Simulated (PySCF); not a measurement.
C₃H₈BCl. Atoms are numbered in the order given.

```xyz
13

B      0.1474     0.5167     0.2193
Cl     0.4734    -1.0831     0.9368
C      0.6941     1.7715     0.9779
H      1.7989     1.7478     0.9644
H      0.4154     1.7497     2.0446
H      0.3694     2.7277     0.5400
C     -0.6505     0.6043    -1.1256
C     -1.0807    -0.6796    -1.8273
H     -0.0470     1.2472    -1.7995
H     -1.5277     1.2478    -0.9013
H     -1.7218    -1.2936    -1.1757
H     -0.2101    -1.3006    -2.0904
H     -1.6396    -0.4743    -2.7536
```

Geometry optimised at r2SCAN-D4/def2-SVP. Other conformers were not sampled.

These are TDDFT-B3LYP/def2-SVPD run with PySCF 2.14.0 values and carry that method's errors.

Vertical excitations. Gas-phase values at a fixed geometry.

| state | energy (eV) | λ (nm) | f | main pairs |
|---|---|---|---|---|
| S1 | 5.67 | 219 | 0.000 | HOMO→LUMO 99 % |
| S2 | 6.90 | 180 | 0.000 | HOMO−1→LUMO 90 % |
| S3 | 7.14 | 174 | 0.031 | HOMO→LUMO+1 99 % |
| S4 | 7.34 | 169 | 0.003 | HOMO−4→LUMO 94 % |
| S5 | 7.35 | 169 | 0.115 | HOMO−2→LUMO 86 % |
| S6 | 7.69 | 161 | 0.049 | HOMO−3→LUMO 96 % |
| S7 | 8.18 | 152 | 0.003 | HOMO→LUMO+2 92 % |
| S8 | 8.19 | 151 | 0.048 | HOMO−1→LUMO+1 88 % |
| S9 | 8.23 | 151 | 0.018 | HOMO−2→LUMO+1 96 % |
| S10 | 8.25 | 150 | 0.002 | HOMO−5→LUMO 95 % |
| T1 | 5.35 | 232 | 0 | HOMO→LUMO 97 % |
| T2 | 6.41 | 193 | 0 | HOMO−2→LUMO 84 %, HOMO−1→LUMO 14 % |
| T3 | 6.50 | 191 | 0 | HOMO−1→LUMO 80 %, HOMO−2→LUMO 13 % |
| T4 | 6.96 | 178 | 0 | HOMO−4→LUMO 89 % |
Triplets are in the Tamm–Dancoff approximation, which puts them higher than full response would, so one can lie above its singlet here.
